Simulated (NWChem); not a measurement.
The numbers come from NWChem runs, not from measurements. System: BF$_{4}$, charge 0, spin multiplicity 2, at the geometry of a parent with another charge or spin, in a state set for the comparison that need not be this species' ground state. Its SCF solution wasn't tested for a lower state. Level: UPBE/def2-TZVPD.

The NWChem input:

```
start mol
memory heap 200 mb stack 900 mb global 1100 mb
geometry units angstroms nocenter noautoz
  F      1.145828     0.000000     0.810215
  B      0.000000     0.000000     0.000001
  F     -1.145828     0.000000     0.810215
  F      0.000000     1.145825    -0.810215
  F      0.000000    -1.145825    -0.810215
  symmetry group C2v
end
basis spherical
  * library def2-tzvpd
end
dft
  xc xpbe96 cpbe96
  odft
  mult 2
  semidirect memsize 60000000 filesize 0
  iterations 100
end
task dft energy
```

NWChem printed:

```
             Northwest Computational Chemistry Package (NWChem) 7.3.0
             --------------------------------------------------------

                                NWChem Input Module
                                -------------------

 Scaling coordinates for geometry "geometry" by  1.889725989
 (inverse scale =  0.529177249)

 Turning off AUTOSYM since
 SYMMETRY directive was detected!

                             Geometry "geometry" -> ""
                             -------------------------

 Output coordinates in angstroms (scale by  1.889725989 to convert to a.u.)

  No.       Tag          Charge          X              Y              Z
 ---- ---------------- ---------- -------------- -------------- --------------
    1 F                    9.0000     1.14582800     0.00000000     0.81021500
    2 B                    5.0000     0.00000000     0.00000000     0.00000100
    3 F                    9.0000    -1.14582800     0.00000000     0.81021500
    4 F                    9.0000     0.00000000     1.14582500    -0.81021500
    5 F                    9.0000     0.00000000    -1.14582500    -0.81021500

 Effective nuclear repulsion energy (a.u.)     180.1001233152

            Nuclear Dipole moment (a.u.)
            ----------------------------
        X                 Y               Z
 ---------------- ---------------- ----------------
     0.0000000000     0.0000000000     0.0000094486

      Symmetry information
      --------------------

 Group name             C2v
 Group number             16
 Group order               4
 No. of unique centers     3

      Symmetry unique atoms

     1    2    4


 Summary of "ao basis" -> "" (spherical)
 ------------------------------------------------------------------------------
       Tag                 Description            Shells   Functions and Types
 ---------------- ------------------------------  ------  ---------------------
 *                         def2-tzvpd                 on all atoms

  pbe96 is a nonlocal functional; adding pw91lda local functional.

                                 NWChem DFT Module
                                 -----------------

 Summary of "ao basis" -> "ao basis" (spherical)
 ------------------------------------------------------------------------------
       Tag                 Description            Shells   Functions and Types
 ---------------- ------------------------------  ------  ---------------------
 F                         def2-tzvpd               14       40   6s4p3d1f
 B                         def2-tzvpd               13       37   6s3p3d1f

 Summary of "ao basis" -> "ao basis" (spherical)
 ------------------------------------------------------------------------------
       Tag                 Description            Shells   Functions and Types
 ---------------- ------------------------------  ------  ---------------------
 F                         def2-tzvpd               14       40   6s4p3d1f
 B                         def2-tzvpd               13       37   6s3p3d1f

      Symmetry analysis of basis
      --------------------------

        a1         71
        a2         30
        b1         48
        b2         48

            General Information
            -------------------
          SCF calculation type: DFT
          Wavefunction type:  spin polarized.
          No. of atoms     :     5
          No. of electrons :    41
           Alpha electrons :    21
            Beta electrons :    20
          Charge           :     0
[...]
    50     -0.832391  2 B  px               133     -0.566640  4 F  px
   173     -0.566640  5 F  px                 5      0.406368  1 F  s
    82     -0.406368  3 F  s                 53      0.353722  2 B  px

   alpha - beta orbital overlaps
   -----------------------------

   alpha      1      2      3      4      5      6      7      8      9     10
    beta      1      2      3      4      5      6      7      8      9     10
 overlap   1.000  1.000  1.000  1.000  1.000  1.000  1.000  1.000  1.000  1.000

   alpha     11     12     13     14     15     16     17     18     19     20
    beta     12     13     11     15     14     18     17     16     21     19
 overlap   0.996  0.996  1.000  1.000  1.000  0.969  0.969  1.000  1.000  0.971

   alpha     21     22     23     24     25     26     27     28     29     30
    beta     20     22     23     24     25     27     28     26     30     29
 overlap   0.971  1.000  1.000  1.000  1.000  1.000  1.000  1.000  1.000  1.000

   alpha     31     32     33     34     35     36     37     38     39     40
    beta     31     32     33     34     35     38     36     37     39     40
 overlap   1.000  1.000  0.996  0.996  0.999  1.000  0.999  0.999  0.997  0.997

   alpha     41     42     43     44     45     46     47     48     49     50
    beta     41     42     43     44     45     46     47     49     50     48
 overlap   0.999  1.000  1.000  1.000  1.000  1.000  1.000  1.000  1.000  1.000

   alpha     51     52     53     54     55     56     57     58     59     60
    beta     51     52     53     54     55     56     57     59     60     58
 overlap   1.000  1.000  1.000  1.000  1.000  1.000  1.000  0.999  0.999  1.000

   alpha     61     62     63     64     65     66     67     68     69     70
    beta     61     62     63     66     64     65     70     69     67     68
 overlap   0.923  0.995  0.995  0.923  0.994  0.994  0.998  1.000  0.999  0.999

   alpha     71     72     73     74     75     76     77     78     79     80
    beta     71     73     72     75     74     76     77     78     79     80
 overlap   1.000  0.998  1.000  1.000  1.000  1.000  1.000  1.000  1.000  1.000

   alpha     81     82     83     84     85     86     87     88     89     90
    beta     81     82     83     84     85     88     86     87     89     90
 overlap   1.000  1.000  0.997  0.997  1.000  1.000  0.997  0.997  1.000  1.000

   alpha     91     92     93     94     95     96     97     98     99    100
    beta     91     92     93     96     94     95     97     98     99    102
 overlap   1.000  1.000  1.000  1.000  1.000  1.000  1.000  1.000  1.000  1.000

   alpha    101    102    103    104    105    106    107    108    109    110
    beta    100    101    103    104    105    106    107    109    108    110
 overlap   1.000  1.000  1.000  1.000  1.000  0.999  0.999  0.999  0.999  1.000

   alpha    111    112    113    114    115    116    117    118    119    120
    beta    111    112    113    114    115    116    117    118    119    122
 overlap   1.000  1.000  1.000  1.000  1.000  1.000  1.000  1.000  1.000  1.000

   alpha    121    122    123    124    125    126    127    128    129    130
    beta    123    124    125    120    121    127    128    126    130    129
 overlap   0.908  0.911  0.999  0.911  0.909  0.999  0.999  0.999  1.000  1.000

   alpha    131    132    133    134    135    136    137    138    139    140
    beta    132    133    136    131    134    135    137    138    140    139
 overlap   0.923  0.922  1.000  1.000  0.922  0.923  1.000  1.000  1.000  1.000

   alpha    141    142    143    144    145    146    147    148    149    150
    beta    141    143    144    142    148    146    147    145    149    150
 overlap   1.000  1.000  1.000  1.000  0.998  0.994  0.994  0.979  0.988  0.988

   alpha    151    152    153    154    155    156    157    158    159    160
    beta    151    153    156    152    155    154    157    160    159    158
 overlap   1.000  0.837  0.993  0.853  0.984  0.984  0.995  0.997  0.997  0.999

   alpha    161    162    163    164    165    166    167    168    169    170
    beta    161    164    162    163    166    165    168    167    169    171
 overlap   0.998  0.999  0.999  0.999  1.000  1.000  1.000  0.997  0.997  0.997

   alpha    171    172    173    174    175    176    177    178    179    180
    beta    172    170    173    174    175    176    177    179    180    178
 overlap   0.997  1.000  1.000  0.999  0.999  1.000  0.999  0.999  0.999  0.999

   alpha    181    182    183    184    185    186    187    188    189    190
    beta    183    181    182    184    186    187    185    189    188    192
 overlap   1.000  0.993  0.993  0.999  0.993  0.993  1.000  1.000  1.000  0.999

   alpha    191    192    193    194    195    196    197
    beta    190    191    193    194    195    196    197
 overlap   1.000  1.000  1.000  1.000  1.000  1.000  1.000

     --------------------------
     Expectation value of S2:
     --------------------------
      <S2> =      0.7517 (Exact =     0.7500)

 center of mass
 --------------
 x =   0.00000000 y =   0.00000000 z =   0.00000024

 moments of inertia (a.u.)
 ------------------
         356.293796510074           0.000000000000           0.000000000000
           0.000000000000         356.294729366499           0.000000000000
           0.000000000000           0.000000000000         356.297204086492

     Multipole analysis of the density
     ---------------------------------

     L   x y z        total         alpha         beta         nuclear
     -   - - -        -----         -----         ----         -------
     0   0 0 0      0.000000    -21.000000    -20.000000     41.000000

     1   1 0 0      0.000000     -0.000000      0.000000      0.000000
     1   0 1 0     -0.000000     -0.000000     -0.000000      0.000000
     1   0 0 1      0.000325     -0.000083      0.000398      0.000009

     2   2 0 0    -19.010693    -53.122898    -50.281303     84.393508
     2   1 1 0      0.000000      0.000000      0.000000      0.000000
     2   1 0 1     -0.000000      0.000000     -0.000000      0.000000
     2   0 2 0    -19.011706    -53.122523    -50.282248     84.393066
     2   0 1 1      0.000000      0.000000      0.000000      0.000000
     2   0 0 2    -19.198900    -53.112005    -50.478788     84.391893

 Task  times  cpu:       22.3s     wall:       22.3s

 Total times  cpu:       22.3s     wall:       22.3s
```
